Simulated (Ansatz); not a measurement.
Relaxation of BF₂H₄N (8 atoms, charge 0, multiplicity 1), to a largest force component of 0.03 eV/Å in at most 50 steps.

The calculation used Ansatz, RKS PBE0-D4/def2-mTZVP.

```xyz
8
Properties=species:S:1:pos:R:3:forces:R:3
B 0.019 -0.175 0.304 0.04 -0.37 2.49
N 0.029 -0.239 1.770 0.03 -0.24 -2.34
H -0.789 -0.516 2.286 0.00 0.00 0.01
H 0.893 -0.304 2.283 0.00 -0.01 0.00
F 1.147 -0.007 -0.370 0.00 0.00 -0.02
F -1.118 -0.290 -0.366 0.00 0.00 -0.02
H -0.282 2.204 0.366 -0.12 0.94 -1.33
H -0.239 1.881 0.997 0.05 -0.32 1.20
```

Question: Where does it end, and by what steps?

Answer: It converged. After 8 steps the energy has fallen by 0.305 eV; H7 moved furthest, 0.72 Å.

```csv
step,energy less start (eV),largest force component (eV/Å),accepted
0,0.0000,2.491,yes
1,-0.2126,1.296,yes
2,-0.2773,0.409,yes
3,-0.2998,0.107,yes
4,-0.3029,0.084,yes
5,-0.3042,0.110,yes
6,-0.3045,0.058,yes
7,-0.3046,0.035,yes
8,-0.3047,0.007,yes
```

```xyz
8
Properties=species:S:1:pos:R:3
B 0.052 -0.438 0.364
N 0.067 -0.541 1.752
H -0.766 -0.696 2.295
H 0.914 -0.485 2.292
F 1.175 -0.246 -0.325
F -1.086 -0.529 -0.321
H -0.370 2.910 0.274
H -0.327 2.580 0.940
```

Whether the end is a true minimum wasn't checked by a vibrational analysis.

Run time: 12 s on 2 threads of Intel(R) Xeon(R) Platinum 8488C (Sapphire Rapids), on a shared host, peak memory 0.17 GiB.
